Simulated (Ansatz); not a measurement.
Cs3F3⁺. Total charge 1; doublet. Geometry r2SCAN-D4/def2-SVP, that of the neutral singlet; atoms count from 1.

```xyz
6

Cs    2.019   -0.216   -1.938
Cs   -1.405    2.410    0.299
Cs   -0.612   -2.194    1.639
F     1.179   -2.043   -0.262
F     0.532    1.863   -1.374
F    -1.713    0.180    1.636
```

In the def2 sets Cs takes a core potential; there is no spin–orbit coupling. The structure comes from a short search, and lower isomers may exist.

(1) Estimate the Mulliken populations from the PBE0/def2-TZVP orbitals of Ansatz.

(2) Where does the spin sit?

## Answers

(1) 
```json
{"atom": "Cs1", "charge (e)": "0.90", "spin (α − β)": "0.03"}
{"atom": "Cs2", "charge (e)": "0.90", "spin (α − β)": "0.03"}
{"atom": "Cs3", "charge (e)": "0.90", "spin (α − β)": "0.03"}
{"atom": "F4", "charge (e)": "-0.57", "spin (α − β)": "0.31"}
{"atom": "F5", "charge (e)": "-0.57", "spin (α − β)": "0.31"}
{"atom": "F6", "charge (e)": "-0.57", "spin (α − β)": "0.31"}
```
Mulliken values depend strongly on the basis.

(2) Summed by element: Cs 0.08, F 0.92, of 1 unpaired in all. Largest on single atoms: F6 0.31, F5 0.31, F4 0.31.
